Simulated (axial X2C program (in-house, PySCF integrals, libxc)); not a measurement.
# Working with the constants of YS

A bond curve at the CCSD(T) level, 2c, was computed with an axial X2C code built on PySCF integrals (basis Y dyall-cv3z [11s12p9d6f3g], S dyall-av3z [9s8p3d2f] (cores contracted in-house)) for the state Ω = 1/2 (⟨Sz⟩ = 0.50, ⟨Lz⟩ = 0.00 at HF). Its fit gives Re = 2.3172 Å, ωe = 474.8 cm⁻¹, ωexe = 1.07 cm⁻¹ and αe = 4.085e-04 cm⁻¹; the masses are 88.9058 and 31.9721 u. Two-component means X2C with spin–orbit coupling and atomic mean-field Coulomb and Gaunt terms.

Correlated methods: 9 electrons correlated (number of frozen shells: Y 4 s, 3 p, 1 d; S 2 s, 1 p), 309 virtual spin orbitals or spinors in MP2, 90 natural virtuals in coupled cluster.

(1) Find the reduced mass, Be and the force constant.

(2) Estimate the centrifugal constant by the Kratzer relation.

(3) A Morse curve ties αe to the other constants (Pekeris). How well does that hold?

(4) Where do the fundamental and the first overtone lie?

The state is one determinant whose occupation by symmetry is held fixed; it was picked as the lowest of a PBE0 search that is not exhaustive. CCSD and (T) use frozen natural virtuals with an MP2 correction for the truncation; (T) itself is uncorrected, so its De runs slightly low. The outer-core s and p shells of the metal are frozen in the correlated rows, which leaves out core–valence correlation; for alkali and alkaline-earth bonds that tends to lengthen them. With the outer-core shells frozen, correlated bond lengths of heavy atoms tend to come out a few hundredths of an ångström too long.

## Answers

(1) From the CCSD(T) values: μ = 23.5155 u. Be = 16.8576/(μ Re²) = 0.1335 cm⁻¹. k = 5.8918×10⁻⁷ μ ωe² = 3.12 mdyn/Å.

(2) D = 4Be³/ωe² = 4.22e-08 cm⁻¹.

(3) αe(Morse) = 6Be²/ωe × (√(ωexe/Be) − 1) = 4.124e-04 cm⁻¹; the CCSD(T) curve gives 4.085e-04 cm⁻¹, a ratio of 1.01.

(4) ν(1←0) = ωe − 2ωexe = 472.7 cm⁻¹; ν(2←0) = 2ωe − 6ωexe = 943.2 cm⁻¹.
